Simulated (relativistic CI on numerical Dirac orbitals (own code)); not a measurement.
La XXVI: sensitivity of the levels to the model

Base calculation: Dirac-Coulomb-Breit CI, separate exchange-only KLI orbitals for each configuration, model QED (radiative potential, 1s self-energy scaled to tabulated hydrogen-like ionisation energies), unscaled Slater integrals.

Configurations in the expansion (outside the closed core [Ar] 3d10): 4s2.4p2, 4s.4p3, 4s2.4p.4d, 4p4, 4s.4p2.4d, 4s2.4p.4f, 4s.4p2.4f, 4p3.4d, 4s.4p.4d2, 4s2.4d.4f, 4p3.4f, 4s2.4d2, 4s.4d3, 4s.4d2.4f, 4p2.4d2, 4p.4d3, 4p.4d2.4f, 4s2.4f2, 4s.4d.4f2, 4s.4f3, 4p2.4f2, 4p.4d.4f2, 4p.4f3, 4s.4p.4d.4f. Double excitations out of closed p, d and f shells are left out; levels of such configurations are missing from the list, as are those of other unlisted configurations, and high levels can miss mixing partners.

Variants: (1) valence Slater integrals scaled by 0.9; (2) one mean potential for all configurations; (3) only the first 3 configurations. Shifts of the energy above 4s2.4p2 3P_0, in cm⁻¹, for the lowest level and the first level of each name with at least 55 % of one term (blank where a level changes its place among those of its configuration and J or its character, or is not in the variant):

```tsv
Level	Base	Δ(1)	Δ(2)	Δ(3)
4s2.4p2 3P_0	0	0	0	0
4s2.4p2 3P_1	158686	+2325	+19	-458
4s2.4p2 1D_2	181669	+360	+15	+1595
4s2.4p2 3P_2	357705	+1261	+26	+3343
4s2.4p2 1S_0	410825	-3804	+1	+8014
4s.4p3 5S°_2	604107	+8172	+135	-16046
4s.4p3 3D°_3	798715	+6153	+122	-10834
4s.4p3 3P°_0	847612	+996	+122	-10237
4s2.4p.4d 3F°_2	950094	+2956	+15	-2629
4s2.4p.4d 3F°_3	1015230	+2568	-12	-1036
4s2.4p.4d 3F°_4	1153979	+5618	-30	-1262
4s2.4p.4d 3P°_0	1187065	-2108	-5	+4544
4s2.4p.4d 3D°_3	1194887	-3259	-2	+5373
4s2.4p.4d 3P°_1	1203821	-4068	+9	+5587
```

At this charge energies of transitions that change n are usually good to better than 1 %, and those within a shell (Δn = 0) to a few per cent.

Ionisation energy from the two ground configurations alone: base 865.263 eV. The NIST ASD value (theoretical) is 865 eV.

LS names give the leading component of a level, which can be under half, so a name can repeat, a term be missing and a line seem to break the LS rules.
